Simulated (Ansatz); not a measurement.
Breaking the Al1–H2 bond in CH6AlN (SMILES C[NH][AlH2]) (multiplicity 1 held, fragments rigid). Energies count from the point at 1.578 Å.
Geometry at that point (charge 0, multiplicity 1):
```xyz
9

Al    -0.09555     0.21231     1.21056
H     -1.27978     0.73324     2.11343
H      1.33950    -0.17605     1.73948
N     -0.40101     0.05182    -0.52668
C      0.50358    -0.39974    -1.57473
H     -1.31059     0.29300    -0.89513
H      0.67413     0.37094    -2.33411
H      0.13147    -1.29475    -2.08481
H      1.47299    -0.65064    -1.14092
```

Signs of static correlation in cc-pV(T+d)Z, with CASSCF(2,2), from Ansatz (a program for electronic structure) runs.

| R (Å) | T1 of restricted CCSD | ⟨S²⟩ of UHF | largest double amplitude of restricted CCSD | CASSCF natural occupations |
|---|---|---|---|---|
| 1.262 | 0.012 | 0.000 | 0.028 | 1.99 0.01 |
| 1.420 | 0.012 | 0.000 | 0.028 | 1.98 0.02 |
| 1.578 | 0.012 | 0.000 | 0.029 | 1.98 0.02 |
| 1.735 | 0.012 | 0.000 | 0.038 | 1.97 0.03 |
| 1.893 | 0.012 | 0.000 | 0.055 | 1.96 0.04 |
| 2.130 | 0.013 | 0.000 | 0.088 | 1.94 0.06 |
| 2.366 | 0.015 | 0.086 | 0.141 | 1.90 0.10 |
| 2.761 | 0.022 | 0.640 | … | 1.80 0.20 |
| 3.155 | 0.034 | 0.861 | 0.357 | 1.65 0.35 |
| 3.629 | 0.054 | 0.958 | 0.534 | 1.44 0.56 |
| 4.260 | 0.080 | 0.995 | … | 1.22 0.78 |
| 5.048 | 0.096 | 1.003 | 0.963 | 1.08 0.92 |

### Question
Complete the blanks.

### Answer

- 2.761, largest double amplitude of restricted CCSD: 0.236
- 4.260, largest double amplitude of restricted CCSD: 0.771

Doubts at one or more of the structures used: a restricted determinant that unrestricted orbitals would lower (R-CCSD(T)/cc-pV(T+d)Z); other coupled-cluster roots lie near (R-CCSD(T)/cc-pV(T+d)Z); T1 above 0.05 (R-CCSD(T)/cc-pV(T+d)Z, U-CCSD(T)/cc-pV(T+d)Z); a spin-contaminated determinant (U-CCSD(T)/cc-pV(T+d)Z).
